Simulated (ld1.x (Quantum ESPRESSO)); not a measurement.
# What one change does to a pseudopotential (I, TM semilocal)

iodine (I), norm-conserving Troullier–Martins (semilocal form), made with ld1.x (Quantum ESPRESSO) 7.5 (PBE, scalar-relativistic). Core [Kr], reference 4d10 5s2 5p4 (charge +1). Waves: 5s (bound): rc 1.85 bohr; 5p (bound): rc 1.95 bohr; 4f channel at 0.25 Ry: rc 1.90 bohr; 4d (bound): rc 1.45 bohr. Local part: the d channel. Core correction: Bessel-smoothed model core inside 1.15 bohr.

All-electron outer shells of the reference configuration (PBE, scalar-relativistic, ld1.x):

| shell | level (eV) | outermost node (bohr) | outermost maximum (bohr) |
| --- | --- | --- | --- |
| 4p | -137.13 | 0.37 | 0.72 |
| 4d | -59.81 | 0.35 | 0.78 |
| 5s | -26.25 | 0.88 | 1.70 |
| 5p | -15.35 | 0.96 | 1.97 |

Change: form changed from semilocal to separable (Kleinman–Bylander), still TM; local potential the p channel.

Cutoffs: the cutoffs (Ry, on a coarse ladder) from which the occupation-weighted sum of valence levels, in a spherical-Bessel basis at the reference potential, stays within 10 and 1 mRy of its value at 400 Ry; they do not see the model core or the augmentation charge, which bear on the density cutoff. Errors are all-electron minus pseudo energies relative to the spin-unpolarised reference configuration.

Question: Predict the effect on cutoff, ghosts and configuration errors.

Answer: The potential gets neither clearly harder nor softer (100 Ry and 180 Ry → 100 Ry and 180 Ry); of the 7 tests that both files solve, the error grows in 3 and shrinks in 1 by more than 15 % and 0.3 meV (median size 5.5 → 7.1 meV); the range in which the s phases agree narrows (upper end 3.0 → 1.3); the range in which the d phases agree narrows (upper end 0.5 → -1.3); neither file shows a bound ghost. In the semilocal form every listed channel keeps its own potential, so the choice of the local channel does not act on these tests. It acts once the file is put into the separable form. A semilocal file is local in each channel, so a ghost entry of none says nothing of the separable form that plane-wave codes build from it.

| quantity | base | changed |
| --- | --- | --- |
| cutoff, loose | 100 Ry | 100 Ry |
| cutoff, tight | 180 Ry | 180 Ry |
| bound ghosts | none | none |
| error for 4d10 5s2 5p5, meV [ΔE -11.13 eV] | +5.5 | +5.9 |
| error for 4d10 5s2 5p3, meV [ΔE 19.85 eV] | -1.6 | -0.9 |
| error for 4d10 5s2 5p2, meV [ΔE 49.17 eV] | +3.2 | +7.1 |
| error for 4d10 5s2 5p5.3, meV [ΔE -12.91 eV] | +7.3 | +7.7 |
| error for 4d10 5s1 5p5, meV [ΔE 10.98 eV] | -3.8 | -4.2 |
| error for 4d9 5s2 5p5, meV [ΔE 47.12 eV] | -378 | -534 |
| error for 4d9 5s2 5p6, meV [ΔE 34.73 eV] | -448 | -610 |
| s: phases at 2.14 bohr within 0.05 rad from the reference energy up to (Ry; the scan ends near 5) | 3.0 | 1.3 |
| p: phases at 2.14 bohr within 0.05 rad from the reference energy up to (Ry; the scan ends near 5) | 4.1 | 4.1 |
| d: phases at 2.14 bohr within 0.05 rad from the reference energy up to (Ry; the scan ends near 5) | 0.5 | -1.3 |
| f: phases at 2.14 bohr within 0.05 rad from the reference energy up to (Ry; the scan ends near 5) | 2.2 | 1.4 |
